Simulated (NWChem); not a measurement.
Program: NWChem. System: HF₃OSi, charge 0, spin multiplicity 1, at a geometry optimised with B3LYP/def2-SVP. The structure started from a generated list of species. Level: G0W0@LDA (SVWN5)/def2-TZVP, RI basis def2-tzvp-rifit.

NWChem printed:

```
             Northwest Computational Chemistry Package (NWChem) 7.3.0
             --------------------------------------------------------

                                NWChem Input Module
                                -------------------

 Scaling coordinates for geometry "geometry" by  1.889725989
 (inverse scale =  0.529177249)

 Turning off AUTOSYM since
 SYMMETRY directive was detected!

                             Geometry "geometry" -> ""
                             -------------------------

 Output coordinates in angstroms (scale by  1.889725989 to convert to a.u.)

  No.       Tag          Charge          X              Y              Z
 ---- ---------------- ---------- -------------- -------------- --------------
    1 O                    8.0000    -1.51132600     0.60839200     0.00000000
    2 Si                  14.0000    -0.00256500     0.01043100     0.00000000
    3 F                    9.0000     0.29389300    -0.89926900    -1.28367300
    4 F                    9.0000     1.01183900     1.23997300     0.00000000
    5 F                    9.0000     0.29389300    -0.89926900     1.28367300
    6 H                    1.0000    -2.27010900     0.01390700     0.00000000

 Effective nuclear repulsion energy (a.u.)     266.6294515258

            Nuclear Dipole moment (a.u.)
            ----------------------------
        X                 Y               Z
 ---------------- ---------------- ----------------
    -0.0000037795    -0.0000151178     0.0000000000

      Symmetry information
      --------------------

 Group name             Cs
 Group number              2
 Group order               2
 No. of unique centers     5

      Symmetry unique atoms

     1    2    3    4    6


 Summary of "ao basis" -> "" (spherical)
 ------------------------------------------------------------------------------
       Tag                 Description            Shells   Functions and Types
 ---------------- ------------------------------  ------  ---------------------
 *                         def2-tzvp                  on all atoms

 new library libraries.bse/

 Summary of "ri basis" -> "" (spherical)
 ------------------------------------------------------------------------------
       Tag                 Description            Shells   Functions and Types
 ---------------- ------------------------------  ------  ---------------------
 *                      def2-tzvp-rifit               on all atoms

                                 NWChem DFT Module
                                 -----------------

 Summary of "ao basis" -> "ao basis" (spherical)
 ------------------------------------------------------------------------------
       Tag                 Description            Shells   Functions and Types
 ---------------- ------------------------------  ------  ---------------------
 O                         def2-tzvp                11       31   5s3p2d1f
 Si                        def2-tzvp                13       37   5s5p2d1f
 F                         def2-tzvp                11       31   5s3p2d1f
 H                         def2-tzvp                 4        6   3s1p

 Summary of "ao basis" -> "ao basis" (spherical)
 ------------------------------------------------------------------------------
       Tag                 Description            Shells   Functions and Types
 ---------------- ------------------------------  ------  ---------------------
 O                         def2-tzvp                11       31   5s3p2d1f
 Si                        def2-tzvp                13       37   5s5p2d1f
 F                         def2-tzvp                11       31   5s3p2d1f
 H                         def2-tzvp                 4        6   3s1p

      Symmetry analysis of basis
      --------------------------

        a'        103
        a"         64

            General Information
            -------------------
          SCF calculation type: DFT
          Wavefunction type:  closed shell.
          No. of atoms     :     6
          No. of electrons :    50
           Alpha electrons :    25
            Beta electrons :    25
          Charge           :     0
          Spin multiplicity:     1
[...]
  ----- ------------  ---------------      ----- ------------  ---------------
   107      0.289592  4 F  pz                75      0.246209  3 F  py
   137     -0.246209  5 F  py               110      0.227769  4 F  pz
    78      0.193973  3 F  py               140     -0.193973  5 F  py
    76     -0.167476  3 F  pz               138     -0.167476  5 F  pz
   113      0.154705  4 F  pz                81      0.132877  3 F  py

 Vector   24  Occ=2.000000D+00  E=-3.610406D-01  Symmetry=a'
              MO Center= -1.1D+00,  3.9D-01, -4.6D-14, r^2= 2.1D+00
   Bfn.  Coefficient  Atom+Function         Bfn.  Coefficient  Atom+Function
  ----- ------------  ---------------      ----- ------------  ---------------
     7      0.376672  1 O  py                10      0.293646  1 O  py
    13      0.189444  1 O  py                74     -0.164966  3 F  px
   136     -0.164966  5 F  px                 5      0.136136  1 O  s
     4      0.135281  1 O  s                 77     -0.128827  3 F  px
   139     -0.128827  5 F  px                 6     -0.121894  1 O  px

 Vector   25  Occ=2.000000D+00  E=-3.339024D-01  Symmetry=a"
              MO Center= -1.2D+00,  4.0D-01, -9.0D-15, r^2= 1.5D+00
   Bfn.  Coefficient  Atom+Function         Bfn.  Coefficient  Atom+Function
  ----- ------------  ---------------      ----- ------------  ---------------
     8      0.438388  1 O  pz                11      0.355542  1 O  pz
    14      0.271717  1 O  pz                74     -0.117477  3 F  px
   136      0.117477  5 F  px                77     -0.091922  3 F  px
   139      0.091922  5 F  px                80     -0.067878  3 F  px
   142      0.067878  5 F  px                75      0.066820  3 F  py

 Vector   26  Occ=0.000000D+00  E=-4.347881D-02  Symmetry=a'
              MO Center= -1.1D+00, -1.1D-01, -1.2D-15, r^2= 4.2D+00
   Bfn.  Coefficient  Atom+Function         Bfn.  Coefficient  Atom+Function
  ----- ------------  ---------------      ----- ------------  ---------------
    36      1.177327  2 Si s                164      0.809358  6 H  s
     5     -0.758821  1 O  s                 73     -0.295723  3 F  s
   135     -0.295723  5 F  s                104     -0.275946  4 F  s
    35      0.266407  2 Si s                 13      0.224961  1 O  py
    34     -0.204882  2 Si s                163      0.167224  6 H  s

 Vector   27  Occ=0.000000D+00  E= 1.979183D-02  Symmetry=a'
              MO Center= -5.0D-01, -1.8D-01, -8.1D-16, r^2= 5.6D+00
   Bfn.  Coefficient  Atom+Function         Bfn.  Coefficient  Atom+Function
  ----- ------------  ---------------      ----- ------------  ---------------
    36      1.239623  2 Si s                164     -0.950180  6 H  s
     5      0.528714  1 O  s                 49      0.476598  2 Si px
   104     -0.408727  4 F  s                 12     -0.339025  1 O  px
    73     -0.322332  3 F  s                135     -0.322332  5 F  s
    35      0.248083  2 Si s                 46      0.193604  2 Si px

 Vector   28  Occ=0.000000D+00  E= 3.820582D-02  Symmetry=a'
              MO Center= -3.9D-01, -2.2D-01, -1.2D-13, r^2= 3.9D+00
   Bfn.  Coefficient  Atom+Function         Bfn.  Coefficient  Atom+Function
  ----- ------------  ---------------      ----- ------------  ---------------
    50      0.926335  2 Si py                49      0.392188  2 Si px
   164      0.328176  6 H  s                 47      0.315122  2 Si py
    57     -0.235708  2 Si d -2              36     -0.224129  2 Si s
     5     -0.217030  1 O  s                 13     -0.178828  1 O  py
   104     -0.169963  4 F  s                 73      0.167325  3 F  s

 center of mass
 --------------
 x =   0.07147814 y =  -0.01065221 z =   0.00000000

 moments of inertia (a.u.)
 ------------------
         458.775406567802           3.297994124264           0.000000000000
           3.297994124264         453.263195712798           0.000000000000
           0.000000000000           0.000000000000         464.857436967493

     Multipole analysis of the density
     ---------------------------------

     L   x y z        total         alpha         beta         nuclear
     -   - - -        -----         -----         ----         -------
     0   0 0 0     -0.000000    -25.000000    -25.000000     50.000000

     1   1 0 0     -0.840272     -0.420134     -0.420134     -0.000004
     1   0 1 0     -0.273490     -0.136738     -0.136738     -0.000015
     1   0 0 1     -0.000000     -0.000000     -0.000000      0.000000

     2   2 0 0    -20.580484    -71.347257    -71.347257    122.114031
     2   1 1 0      1.386055      2.216259      2.216259     -3.046462
     2   1 0 1     -0.000000     -0.000000     -0.000000      0.000000
     2   0 2 0    -26.178039    -69.077890    -69.077890    111.977742
     2   0 1 1     -0.000000     -0.000000     -0.000000      0.000000
     2   0 0 2    -25.807104    -65.863676    -65.863676    105.920248

 Task  times  cpu:       28.1s     wall:       28.1s

                                NWChem Input Module
                                -------------------

                                 NWChem GW Module
                                 ----------------

                             ***********************
                             ***        GW       ***
                             ***********************

 Summary of "ri basis" -> "ri basis" (spherical)
 ------------------------------------------------------------------------------
       Tag                 Description            Shells   Functions and Types
 ---------------- ------------------------------  ------  ---------------------
 O                      def2-tzvp-rifit             22       76   8s6p4d3f1g
 Si                     def2-tzvp-rifit             29      113   9s7p6d5f2g
 F                      def2-tzvp-rifit             22       76   8s6p4d3f1g
 H                      def2-tzvp-rifit              7       15   4s2p1d

                 Memory Information
                 ------------------
          Available GA per process is          1699.8 MBs
          Available stack per process is        700.0 MBs
          Available heap per process is           0.0 MBs

          Peak memory in Initialization
              Peak GA per process is                 16.5 MBs
              Peak stack per process is               0.3 MBs
              Peak heap per process is               17.1 MBs
              Memory not in MA per process            0.0 MBs

          Peak memory in CDGW Calculation
              Peak GA per process is                 19.5 MBs
              Peak stack per process is               2.9 MBs
              Peak heap per process is                3.4 MBs
              Memory not in MA per process            0.0 MBs

          Computing 2-center integrals
          Computing Inverse Cholesky factor
          Computing 3-center integrals
          Computing Vxc

          Computing Sigma_x
          Computing W(iw) on the imaginary grid
          Solving quasiparticle equations

                  Alpha Orbitals
          State     Energy (eV)     Error (eV)
          -----------------------------------
@GW        22        -15.187           0.003
@GW        23        -14.699           0.003
@GW        24        -13.817           0.003
@GW        25        -13.004           0.003
@GW        26          2.094           0.002
@GW        27          3.866           0.002

     GW Timing Statistics
   ------------------------
   Init.   :          0.1s
     ERIs  :          3.0s
     Distr.:          0.0s
     Vxc   :          0.2s
   Vmo     :          0.0s
   iW      :          5.4s
   I_n     :          0.0s
   R_n     :          1.0s
   GW total:          9.8s

 Task  times  cpu:        9.8s     wall:        9.8s

 Total times  cpu:       38.0s     wall:       38.0s
```

Task: Write an NWChem input that would produce this output.

Result: Several could match; the one computed here: 
```
start mol
memory heap 200 mb stack 700 mb global 1700 mb
geometry units angstroms nocenter noautoz
  O     -1.511326     0.608392     0.000000
  Si    -0.002565     0.010431     0.000000
  F      0.293893    -0.899269    -1.283673
  F      1.011839     1.239973     0.000000
  F      0.293893    -0.899269     1.283673
  H     -2.270109     0.013907     0.000000
  symmetry group Cs
end
basis spherical
  * library def2-tzvp
end
basis "ri basis" bse spherical
  * library def2-tzvp-rifit
end
dft
  xc slater vwn_5
  iterations 100
  direct
  tolerances tight
end
task dft energy
gw
  method cdgw
  states alpha occ 4 vir 2
end
task dft gw
```
